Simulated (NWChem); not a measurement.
Molecule: GeHSCl₃; SMILES [Ge]([Cl])([Cl])([SH])[Cl]

```xyz
6

S     -0.0058     2.2295    -0.0683
Ge     0.0057     0.0094     0.0109
Cl     1.1480    -0.7528     1.6857
Cl    -2.0442    -0.6307     0.2095
Cl     0.8519    -0.8780    -1.7744
H      1.3397     2.3092    -0.1854
```
Atoms are numbered in this order, from 1.

Level: B3LYP/6-31G* (spherical d) (NWChem), optimised geometry, unscaled harmonic frequencies. 

```tsv
frequency (cm⁻¹)	IR intensity (km/mol)
96	4.9
120	0.5
155	7.8
158	2.4
165	11.6
175	21.9
359	0.6
422	90.4
427	73.1
432	82.0
780	3.2
2670	1.9
```

```yaml
zero_point_energy: 8.5 kcal/mol
thermal correction to the enthalpy at 298.15 K (with zero-point energy): 14.2 kcal/mol
heat capacity Cv: 23.9 cal/(mol K)
entropy at 298.15 K and 1 atm (symmetry number 1): 92.3 cal/(mol K)
dipole_moment: 1.71 D
```

Rigid rotor and harmonic oscillator; modes under 100 cm⁻¹ make the entropy uncertain.
